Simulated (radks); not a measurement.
Values are calculated unless marked as measured or tabulated.
Question: The carbon ion C3+, [He] 2s1. Level of theory: non-relativistic Kohn-Sham, exchange-only LDA, spin-polarised, spherical densities, point nucleus (a radial shooting solver on a logarithmic mesh with Libxc functionals). Every spin shell is full or empty, so the densities are truly spherical. Functionals are evaluated on that one density, not self-consistently. Rank these orbital-free kinetic functionals by their error against the exact value of the orbitals, and give that value: Thomas-Fermi, TF + vW, TF + vW/9, TF + vW/5, LC94, APBEK, revAPBEK, Perdew 92, Thakkar, PG1, DePristo-Kress.

Answer: Exact: 34.2011 hartree. From best to worst, with 100 (|E| - |E exact|)/|E exact| (equal figures are ties): DePristo-Kress -0.11, APBEK +0.30, LC94 +0.35, TF + vW/9 +0.54, Perdew 92 +0.56, Thakkar +0.56, revAPBEK +1.13, TF + vW/5 +8.94, Thomas-Fermi -9.96, PG1 +48.50, TF + vW +84.52.
